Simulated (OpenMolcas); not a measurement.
# V4+, Nb4+, Ta4+: d down the group

```
Program             : OpenMolcas 26.06
Method              : SS-RASPT2, IPEA 0.25 Eh, imaginary shift 0.1 Eh
Basis               : ANO-R2
Scalar Hamiltonian  : X2C, finite nucleus
Spin-orbit coupling : RASSI with atomic mean-field integrals over the reference wave functions, term energies averaged over their components
```

Active space for each ion: 7 electrons in 8 orbitals (RAS1 p, at most 2 holes; RAS2 d); closed shells correlated by CASPT2: V4+ 3s; Nb4+ 4s; Ta4+ 5s.

Computed levels in cm-1 above ²D_3/2:

| Level | V4+ | Nb4+ | Ta4+ |
| --- | --- | --- | --- |
| ²D_5/2 | 633 | 2037 | 8287 |
| weight of ²D in the lowest level (%) | 100 | 100 | 100 |

Measured, with the error of the calculation in %. Measured levels: V4+ from Sugar and Corliss, J. Phys. Chem. Ref. Data 7, 1191 (1978); Nb4+ from Moore, Atomic Energy Levels, vol. II, NSRDS-NBS 35 (1971 reprint of NBS Circular 467, 1952).

```
 Level         V4+         Nb4+
²D_5/2  625 (+1.2)  1870 (+8.9)
```

The fine-structure level ²D_5/2 changes by a factor of 13.1 from V4+ to Ta4+.

Active for correlation alone: 3p; no level in the range computed is led by a configuration that opens it, so any true level of that kind is missing (holds for V4+). Active for correlation alone: 4p; no level in the range computed is led by a configuration that opens it, so any true level of that kind is missing (holds for Nb4+). Active for correlation alone: 5p; no level in the range computed is led by a configuration that opens it, so any true level of that kind is missing (holds for Ta4+). Measured partners are found by configuration, term and J. A level has none where our copy of the source lacks it or the pairing is in doubt (some pairs that miss far off the trend of their configuration count as doubtful), and it then counts in no deviation. Only configurations of the active space appear.
